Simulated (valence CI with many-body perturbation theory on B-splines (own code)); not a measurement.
**Energy levels of Sn43+**

Computed by valence CI with perturbative core correlation (CI+MBPT): five valence electrons over a frozen Dirac-Fock core [He], a basis of 11 s, 11 p, 10 d, 8 f, 5 g, 2 h functions for each j, with the one-electron correlation potential Σ1, the two-electron term Σ2, the three-electron term Σ3, Breit, model QED; selected CI, second order for the rest, scaled by the run's own slope (own B-spline code, finite nucleus).

The last digits are not significant, and no measured levels were compared; by estimate large intervals hold to a few tenths of a per cent, small ones and those within an open d or f shell to about a per cent. Among the levels kept, up to 7200 cm⁻¹ of a level comes from second order outside the variational space, and about a tenth of that is noise between levels of different J, which matters for small intervals.

Levels 181 to 202 of 202, with energies above the lowest level, (2s^2 2p1/2^2 2p3/2) J=3/2. "Leading %" is the weight of the configuration and term that name the level; weights of strongly mixed levels are sums over their largest components and can fall short. In the jj column 3d3/2^4 stands for four electrons in 3d with j = 3/2. Lifetimes count E1, E2, E3, M1 and M2 decay at the calculated energies, and are blank where another channel may lead or the interval is too uncertain; long ones can be off by a factor of two.

```tsv
No.	Configuration	Term	J	E (eV)	Leading %	g	Lifetime	Leading jj
181	2s.2p3.3d	2F°	7/2	4808.6	54	1.179	23.6 fs	2s 2p1/2 2p3/2^2 3d5/2 (96 %)
182	2s.2p3.3d	2F°	7/2	4811.6	44	1.196	3.92 fs	2s 2p1/2 2p3/2^2 3d5/2 (93 %)
183	2s.2p3.3d	2P°	3/2	4812.1	38	1.075	3.42 fs	2s 2p1/2 2p3/2^2 3d5/2 (71 %)
184	2s.2p3.3s	2P°	3/2	4812.7	35	1.296	12.3 fs	2s 2p3/2^3 3s (86 %)
185	2s.2p3.3d	2D°	5/2	4816.6	40	1.149	7.43 fs	2s 2p1/2 2p3/2^2 3d5/2 (90 %)
186	2s.2p3.3d	2S°	1/2	4817.4	51	1.441	2.68 fs	2s 2p1/2 2p3/2^2 3d5/2 (87 %)
187	2s.2p3.3d	2D°	3/2	4818.1	42	1.105	12.2 fs	2s 2p1/2 2p3/2^2 3d5/2 (92 %)
188	2s.2p3.3d	2D°	3/2	4824.1	37	1.186	2.08 fs	2s 2p1/2 2p3/2^2 3d5/2 (79 %)
189	2p4.3s	2S	1/2	4824.4	56	2.006	44.3 fs	2p1/2^2 2p3/2^2 3s (94 %)
190	2s.2p3.3d	2D°	5/2	4828.5	40	1.060	2.24 fs	2s 2p1/2 2p3/2^2 3d5/2 (88 %)
191	2p4.3p	4P°	3/2	4838.5	33	1.474	18.5 fs	2p1/2^2 2p3/2^2 3p1/2 (93 %)
192	2p4.3p	2D°	5/2	4841.3	32	1.211	25.4 fs	2p1/2^2 2p3/2^2 3p1/2 (92 %)
193	2s.2p3.3s	2P°	1/2	4856.4	49	0.975	23.5 fs	2s 2p3/2^3 3s (95 %)
194	2s.2p3.3s	2P°	3/2	4859.1	46	1.433	355 fs	2s 2p3/2^3 3s (94 %)
195	2s.2p3.3p	4P	3/2	4871.9	33	1.571	45.2 fs	2s 2p3/2^3 3p1/2 (95 %)
196	2s.2p3.3p	2D	5/2	4875.2	37	1.241	14.8 fs	2s 2p3/2^3 3p1/2 (96 %)
197	2p4.3p	2P°	1/2	4878.4	68	0.692	20.4 fs	2p1/2^2 2p3/2^2 3p1/2 (90 %)
198	2p4.3p	2D°	5/2	4905.9	48	1.330	13.9 fs	2p1/2^2 2p3/2^2 3p3/2 (97 %)
199	2p4.3p	4D°	7/2	4906.2	70	1.335	15.2 fs	2p1/2^2 2p3/2^2 3p3/2 (97 %)
200	2p4.3p	2P°	1/2	4908.4	45	1.281	12.5 fs	2p1/2^2 2p3/2^2 3p3/2 (93 %)
201	2s.2p3.3p	2P	1/2	4923.2	39	1.507	11.8 fs	2s 2p3/2^3 3p1/2 (94 %)
202	2s.2p3.3p	2D	3/2	4925.4	40	1.057	49.7 fs	2s 2p3/2^3 3p1/2 (92 %)
```

Where two levels of one J and parity lie close, their mixing, g and order are uncertain.
